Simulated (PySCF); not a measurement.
Compound: C₅H₁₀OS (charge +1 and doublet state).
Z-matrix (Å and degrees, GFN2-xTB geometry), rows numbered from 1:
```
C 
O   1  1.4101
C   2  1.3120  1  120.07
C   3  1.3632  2  121.61  1   176.77
C   4  1.4742  3  123.90  2    -1.57
C   5  1.5552  4  112.22  3   110.46
S   6  1.8057  5  112.02  4   -77.99
H   1  1.0947  2  108.83  3  -104.78
H   1  1.0913  2  112.27  3    16.54
H   1  1.0912  2  107.55  3   138.22
H   3  1.0873  2  118.24  1    -3.02
H   4  1.0787  3  118.17  2   177.00
H   5  1.0901  4  111.03  3   -13.08
H   5  1.0933  4  108.89  3  -133.17
H   6  1.0877  5  109.44  4   161.86
H   6  1.0887  5  110.45  4    40.88
H   7  1.3403  6   97.01  5   -76.87
```

The hyperfine couplings belong to this conformer and change with its torsions.

The species is `CO/C=C\CC[SH+]` [radical] (charge +1).

Computed, not measured: PySCF 2.14.0, UKS B3LYP, pcH-1 on C H O S, non-relativistic, mean-field spin-orbit, GIAO. The structure is a single GFN2-xTB conformer in the gas phase; no vibrational or solvent corrections. GFN2-xTB frequencies show an imaginary mode (24i cm⁻¹), so this geometry is no minimum at that level. Couplings are sensitive to structure, and on GFN2-xTB geometries they can be far from those on DFT ones, by a factor of two or more for some ions and for spin on atoms past the first row. No stability test was run, so a lower SCF solution isn't excluded.

Largest spin populations (Mulliken): C4 (+0.36), S7 (+0.28), O2 (+0.20) and C3 (+0.11). Three atoms exceed +0.15.

Task: List the C–H protons on four-coordinate carbons next to a three-coordinate spin centre, with their couplings and θ (C–H bond against the normal to the plane of the centre's neighbours, projected along the bond that joins the two).

Result: 
```
β H  on  centre  θ (°)  cos²θ   a (G)
H13  C5      C4     78   0.05   -0.60
H14  C5      C4     42   0.54  +28.51
```

Couplings in gauss use g_iso = 2.0094.
